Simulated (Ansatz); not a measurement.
XCu4 (charge +1): gap (eV) at several levels, gas phase, relaxed structures; Ansatz. Clusters are the lowest isomers that short searches found in that spin, judged at the geometry's level. Core potentials for Y, Zr in the def2 sets, no spin–orbit coupling. HOMO and LUMO are taken over both spins. The structures are stationary points that may keep the symmetry of their start. Remarks come from the PBE and PBE0 runs and from stability tests at other levels; not every state was tested.

```csv
species,state,geometry,LDA (SPW92)/def2-TZVP,PBE-D4/def2-SVP,PBE-D4/def2-TZVP,r2SCAN-D4/def2-TZVP,PBE0-D4/def2-TZVP,remarks
Cu4O⁺,doublet,B3LYP-D4/def2-SVP,0.48,0.57,0.59,0.93,2.66,–
ZrCu4⁺,doublet,PBE-D4/def2-SVP,0.41,0.53,0.58,0.87,2.17,"quartet lower at PBE0, spin-contaminated (⟨S²⟩ up to 1.08)"
```

Problem. Estimate the rows for YCu4⁺ (singlet, r2SCAN-D4/def2-SVP geometry).

Solution. 
```json
{"species": "YCu4⁺", "state": "singlet", "geometry": "r2SCAN-D4/def2-SVP", "LDA (SPW92)/def2-TZVP": "0.53", "PBE-D4/def2-SVP": "0.47", "PBE-D4/def2-TZVP": "0.56", "r2SCAN-D4/def2-TZVP": "0.82", "PBE0-D4/def2-TZVP": "1.86", "remarks": "restricted SCF unstable in HF"}
```

Over the 3 species that have every level, the mean is 0.47 at LDA (SPW92)/def2-TZVP, 0.52 at PBE-D4/def2-SVP, 0.58 at PBE-D4/def2-TZVP, 0.88 at r2SCAN-D4/def2-TZVP, 2.23 at PBE0-D4/def2-TZVP. Orbital gaps grow with the share of exact exchange and aren't one observable across functionals.
